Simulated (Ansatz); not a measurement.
Start from `F[SiH2]N[SiH2]Cl` and change one atom or group to get `N[SiH2]F`.

Ansatz, PBE0-D4/def2-TZVP geometries, multiplicity 1. Each molecule was computed in one conformer, which needn't be the lowest.

| property | `F[SiH2]N[SiH2]Cl` |
| --- | --- |
| HOMO–LUMO gap (B3LYP/def2-TZVPP) / eV | 8.20 |
| LUMO energy (B3LYP/def2-TZVPP) / eV | -0.16 |
| zero-point energy (PBE0-D4/def2-TZVP) / kJ/mol | 148.1 |
| HOMO–LUMO gap (PBE0/def2-TZVPP) / eV | 8.69 |
| HOMO energy (ωB97M-V/def2-TZVPP) / eV | -10.94 |
| HOMO energy (PBE0/def2-TZVPP) / eV | -8.63 |

Question: What does the change do to each property? (Best estimate.)

Answer: Ansatz gave: 
```
                                      property  `N[SiH2]F`  shift
         HOMO–LUMO gap (B3LYP/def2-TZVPP) / eV        8.13  -0.07
           LUMO energy (B3LYP/def2-TZVPP) / eV        0.24   0.40
zero-point energy (PBE0-D4/def2-TZVP) / kJ/mol       121.3  -26.8
          HOMO–LUMO gap (PBE0/def2-TZVPP) / eV        8.72   0.03
         HOMO energy (ωB97M-V/def2-TZVPP) / eV      -10.59   0.35
            HOMO energy (PBE0/def2-TZVPP) / eV       -8.15   0.48
```

The zero-point energy changes by -26.8 kJ/mol with -9 modes.

B3LYP here is the variant with VWN-RPA as its local correlation; programs differ in this.
